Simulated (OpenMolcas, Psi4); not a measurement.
# Worked example: vertical energy of the triplet above the singlet of InCl3 (SMILES [Cl][In]([Cl])[Cl])

InCl3: 4 atoms, total charge 0, spin state singlet. As SMILES, `[Cl][In]([Cl])[Cl]`. The coordinates come from a PBE0-D4/def2-TZVP relaxation.

Both states at this one shape; open shells run unrestricted unless said. 1 Eh = 27.2114 eV.

```tsv
level	program	singlet InCl3 (Eh)	triplet InCl3 (Eh)
B3LYP/def2-SVP (core potential)	OpenMolcas	-1570.547570	-1570.375542
HSE06/def2-SVP (core potential)	Psi4	-1570.047005	-1569.869055
```

Problem. Work out the vertical gap, second state less first, at each level.

Solution. 
1. B3LYP/def2-SVP (core potential): -1570.375542 − (-1570.547570) = 0.172028 Eh = 4.68 eV.
2. HSE06/def2-SVP (core potential): -1569.869055 − (-1570.047005) = 0.177950 Eh = 4.84 eV.

No measured value is set beside it here; the levels span 4.68 to 4.84 eV. Spin-orbit coupling, which splits open shells on such heavy atoms by tenths of an eV, is left out.
